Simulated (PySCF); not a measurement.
[Zr(SH)4], neutral singlet in the gas phase. 

Z-matrix (Å, degrees):
```
Zr
S 1 2.4350
H 2 1.3643 1 88.18
S 1 2.4420 2 110.04 3 -71.52
H 4 1.3639 1 88.47 2 -163.16
S 1 2.4443 2 110.14 3 169.53
H 6 1.3609 1 92.25 2 -96.62
S 1 2.4499 2 107.15 3 49.66
H 8 1.3607 1 93.27 2 -146.67
```
Charge 0, spin multiplicity 1.

All levels are single points at this geometry (TPSS-D3(BJ)/def2-SVP); Pople sets use spherical d functions. Orbital energies aren't observables, and empty levels follow the basis.

HF/6-31G* (LANL2DZ on Zr) in PySCF gives HOMO (eV) = -10.77.

Estimate the HOMO (eV) from each of these levels: B3LYP-D3(BJ)/def2-TZVP in PySCF; PBE-D3(BJ)/def2-TZVP in PySCF; TPSSh-D3(BJ)/def2-TZVP in PySCF; B3LYP/6-31G* (LANL2DZ on Zr) in PySCF; B3LYP/LANL2DZ in PySCF; BP86/6-31G* (LANL2DZ on Zr) in PySCF; M06-2X/6-31G* (LANL2DZ on Zr) in PySCF; SVWN5/6-31G* (LANL2DZ on Zr) in PySCF.


```tsv
level	HOMO (eV)
B3LYP-D3(BJ)/def2-TZVP in PySCF	-7.63
PBE-D3(BJ)/def2-TZVP in PySCF	-6.71
TPSSh-D3(BJ)/def2-TZVP in PySCF	-7.28
B3LYP/6-31G* (LANL2DZ on Zr) in PySCF	-7.69
B3LYP/LANL2DZ in PySCF	-7.94
BP86/6-31G* (LANL2DZ on Zr) in PySCF	-6.89
M06-2X/6-31G* (LANL2DZ on Zr) in PySCF	-9.10
SVWN5/6-31G* (LANL2DZ on Zr) in PySCF	-6.89
```
